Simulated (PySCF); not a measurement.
Input and output of a TDDFT job on `N[Si@H]([SeH])NC1CC1`.

The calculation used TDDFT PBE0/def2-SVPD, vertical, gas phase, core orbitals frozen in the response in PySCF.

Input of the driver that calls PySCF (job settings, then Cartesian coordinates in Å):

```
{"job": {"kind": "uv", "xc": "PBE0", "basis": "def2-SVPD", "nstates": 8, "ntriplets": 3}, "charge": 0, "multiplicity": 1}
N      1.6307    -1.9419    -0.1659
Si     1.6704    -0.2332    -0.3496
Se     3.4066     0.3853     1.0156
N      0.2825     0.5992     0.2076
C     -0.9845     0.4799    -0.4280
C     -2.1854     1.1555     0.1495
C     -2.0833    -0.3460     0.1777
H      2.4934    -2.4586    -0.1034
H      0.9241    -2.4815    -0.6379
H      1.9353     0.2692    -1.6987
H      3.1661     1.7897     0.9135
H      0.1945     0.7772     1.1978
H     -0.8777     0.4565    -1.5047
H     -2.0688     1.6853     1.0829
H     -2.8962     1.6124    -0.5214
H     -2.7250    -0.9187    -0.4736
H     -1.8898    -0.8182     1.1288
```

The driver printed:

```
coarse grid: 64248 points
cycle   1  E = -2919.6600548789  dE = -1.212e-02  |g| = 5.344e-01  |ddm| = 5.997e+00
cycle   2  E = -2919.6297756508  dE =  3.028e-02  |g| = 6.519e-01  |ddm| = 2.049e+00
cycle   3  E = -2919.7272760419  dE = -9.750e-02  |g| = 6.964e-02  |ddm| = 1.057e+00
cycle   4  E = -2919.7283202503  dE = -1.044e-03  |g| = 2.534e-02  |ddm| = 1.621e-01
cycle   5  E = -2919.7284755403  dE = -1.553e-04  |g| = 6.974e-03  |ddm| = 4.829e-02
cycle   6  E = -2919.7284851766  dE = -9.636e-06  |g| = 1.197e-03  |ddm| = 1.596e-02
final grid: 134328 points
cycle   7  E = -2919.7284801752  dE =  5.900e-08  |g| = 1.500e-03  |ddm| = 1.417e-02
cycle   8  E = -2919.7284796054  dE =  5.698e-07  |g| = 2.179e-03  |ddm| = 6.470e-03
cycle   9  E = -2919.7284807138  dE = -1.108e-06  |g| = 1.816e-04  |ddm| = 3.582e-03
cycle  10  E = -2919.7284807223  dE = -8.594e-09  |g| = 2.025e-05  |ddm| = 3.821e-04
cycle  11  E = -2919.7284807224  dE = -9.913e-11  |g| = 5.182e-06  |ddm| = 4.631e-05
converged SCF energy = -2919.7284807224

Static polarisability (au): isotropic 104.515, principal 89.533 98.717 125.294

Singlet excitations
state   eV       nm        f      main configurations
  1   5.4570    227.2   0.00315   H-1->L 0.87
  2   5.5380    223.9   0.00882   H->L 0.84, H->L+1 0.09
  3   5.8984    210.2   0.04364   H-1->L+1 0.95
  4   5.9528    208.3   0.00515   H->L+1 0.83, H->L 0.10
  5   6.2310    199.0   0.01300   H->L+2 0.65, H->L+3 0.20
  6   6.3895    194.0   0.00516   H->L+3 0.54, H-2->L 0.26
  7   6.4142    193.3   0.01297   H-2->L 0.61, H->L+3 0.15, H->L+4 0.12
  8   6.5079    190.5   0.00237   H->L+4 0.64, H->L+2 0.17

Triplet excitations (Tamm-Dancoff, eV): 5.0900 5.3860 5.5305
```

The SCF starts on a coarse grid; the energy jumps when the final grid takes over, and dE counts afresh there. The run used 245 basis functions and 11 SCF iterations for the ground state.

The run took 1.7 min on one thread, Arm Neoverse N1 (aarch64), shared host with 64 logical CPUs at a one-minute load of 57, and the process peaked at 0.98 GiB of memory.

Geometry: GFN2-xTB, one conformer, isolated molecule. The PBE0/def2-SVPD calculation is non-relativistic and has no spin–orbit coupling, an omission that weighs most on selenium.
